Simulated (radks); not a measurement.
The numbers below are computed, except where a source is named.
Valence configurations of Sr I (all share [Kr]). Code: a radial shooting solver on a logarithmic mesh with Libxc functionals. Model: scalar-relativistic Kohn-Sham, PBE, spin-polarised, spherical densities, point nucleus; open shells are filled with parallel spins first (spin-orbit coupling, left out, can overturn this in heavy ions). Order these by energy: 5p2; 4d1 5s1; 4d2; 5s2; 4d1 5p1; 5s1 5p1; 5s0.5 5p1.5.

Answer. From the lowest, in eV above it: 5s2 0.000; 5s1 5p1 1.824; 4d1 5s1 1.870; 5s0.5 5p1.5 3.033; 4d1 5p1 4.075; 5p2 4.243; 4d2 4.329. NIST lists [Kr] 5s2 as the ground configuration; this level of theory agrees among the configurations tried. The energies are those of spherical high-spin densities, not of single terms.
